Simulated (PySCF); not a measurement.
# Tc²⁺: excitation energy

Tc²⁺ [Kr] 4d5 (6S) → Tc²⁺ [Kr] 4d4 5p1 (high-spin determinant), as a difference of total energies. Computed with PySCF 2.14 in ANO-RCC-VTZP (7s6p4d2f1g, 68 functions), with the spin-free X2C one-electron Hamiltonian (Gaussian nucleus). Correlated levels: valence and next inner shell: [Ar] 3d10 frozen. The calculations carry no spin-orbit coupling.

```tsv
method	excitation energy (cm⁻¹)
UHF	90738
MP2 (valence and next inner shell)	93711
SCS-MP2 (valence and next inner shell)	92560
CCSD (valence and next inner shell)	92681
CCSD(T) (valence and next inner shell)	92639
```

A first-order spin-orbit estimate (lowest level to lowest level, LS coupling) adds -0.287 eV.

The basis was made for the ground configuration and has no added diffuse functions, so the excitation energy can come out too high.

The determinant of the upper state mixes LS terms, which raises its energy above the lowest term, most at the Hartree-Fock and MP2 levels.
